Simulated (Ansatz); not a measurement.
Geometry optimisation, RKS PBE0-D4/def2-SVPD in Ansatz 0.2.0.

Input file:

```yaml
crystal:
  periodic: [false, false, false]
  atoms:
    - { symbol: Ge, position_ang: [0.0, 0.0, 0.0] }
    - { symbol: O, position_ang: [0.0, 0.0, 2.12] }
    - { symbol: H, position_ang: [-0.9095, -0.2814, 2.4571] }
    - { symbol: H, position_ang: [1.4616, 0.0, -0.5162] }
    - { symbol: H, position_ang: [-0.73, 1.2648, -0.5162] }
    - { symbol: H, position_ang: [-0.73, -1.2648, -0.5162] }
    - { symbol: "N", position_ang: [1.1535, -1.7516, 0.6969] }
    - { symbol: H, position_ang: [0.7143, -2.7162, 0.68] }
    - { symbol: H, position_ang: [2.1458, -1.6271, 1.048] }
    - { symbol: H, position_ang: [0.7071, -1.0738, 1.7912] }
basis:
  gaussian: { orbitals: def2-SVPD }
hamiltonian:
  xc: pbe0
  dispersion: d4
relax:
  f_tol: 0.15
  max_steps: 25
  restrain:
    - { distance: [0, 6], at: 3.11, k: 30.0 }
    - { distance: [9, 1], at: 2.21, k: 30.0 }
    - { distance: [0, 1], at: 1.77, k: 30.0 }
    - { distance: [9, 6], at: 1.06, k: 30.0 }
```

Command:

```bash
$ ansatz run input.yaml --threads 4 --pin off --max-ram 5120MiB --backend cpu --events-out ev --progress --plain --runs-dir out
```

Question: Where does it end, and by what steps?

Answer: The forces met the threshold. The restraints hold the end off the free minimum; the threshold counts their pulls, which the force column leaves out. Restrained pairs: Ge1–N7 (2.21 → 3.12 Å), O2–H10 (1.33 → 2.21 Å), Ge1–O2 (2.12 → 1.78 Å), N7–H10 (1.36 → 1.03 Å). After 12 steps the energy has fallen by 2.573 eV (the restraints' own energy left out); N7 moved furthest, 0.83 Å.

```
step  energy less start (eV)  largest force component (eV/Å)  accepted
   0                  0.0000                           3.739       yes
   1                 -0.6896                           3.534       yes
   2                 -1.0837                           4.604       yes
   3                 -1.7888                           2.744       yes
   4                 -2.3174                           1.358       yes
   5                 -2.5097                           0.837       yes
   6                 -2.5336                           0.617       yes
   7                 -2.5609                           0.581       yes
   8                 -2.5660                           0.632       yes
   9                 -2.5059                           2.072        no
  10                 -2.5697                           0.638       yes
  11                 -2.5676                           0.679        no
  12                 -2.5727                           0.640       yes
```

```xyz
10
Properties=species:S:1:pos:R:3
Ge -0.118 0.113 0.068
O -0.222 0.165 1.847
H -1.109 0.307 2.190
H 1.362 0.297 -0.275
H -0.951 1.298 -0.469
H -0.700 -1.197 -0.490
N 1.495 -2.301 1.221
H 0.781 -2.672 0.606
H 2.207 -1.835 0.669
H 1.067 -1.626 1.877
```

Run time: 29 s on 4 threads of Intel(R) Xeon(R) CPU @ 2.60GHz (Ice Lake), with other jobs on the host, peak memory 0.4 GiB.
